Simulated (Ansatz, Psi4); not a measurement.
Internal rotation in Ge(OH)4, SMILES [OH][Ge]([OH])([OH])[OH]. Scanned: dihedral O3–Ge2–O1–H6; all other coordinates were relaxed at B3LYP-D3(BJ)/def2-SVP. Points at φ and −φ are mirror images. Heavy atoms are numbered in the order of the SMILES [OH][Ge]([OH])([OH])[OH], hydrogens after them in the order of the atoms that carry them; the mirror image has the same energies with the sign of each dihedral reversed.

- B3LYP/def2-TZVP // B3LYP-D3(BJ)/def2-SVP (Psi4)
- PBE-D3(BJ)/def2-TZVP // B3LYP-D3(BJ)/def2-SVP (Psi4)
- RHF/cc-pVTZ // B3LYP-D3(BJ)/def2-SVP (Ansatz, an electronic-structure program)

Energies in kcal/mol, each method relative to its own lowest point.

```
φ / °  B3LYP/def2-TZVP  PBE-D3(BJ)/def2-TZVP  RHF/cc-pVTZ
-----  ---------------  --------------------  -----------
-160              0.00                  0.00         0.07
-140              0.07                  0.05         0.18
-120              0.43                  0.43         0.48
-100              0.03                  0.02         0.10
-80               0.00                  0.02         0.02
-60               0.29                  0.33         0.25
-40               0.01                  0.04         0.00
-20               0.02                  0.00         0.11
0                 0.38                  0.37         0.48
20                0.02                  0.00         0.11
40                0.01                  0.04         0.00
60                0.29                  0.33         0.25
80                0.00                  0.02         0.02
100               0.03                  0.02         0.10
120               0.43                  0.43         0.48
140               0.07                  0.05         0.18
160               0.00                  0.00         0.07
180               0.27                  0.29         0.26
```
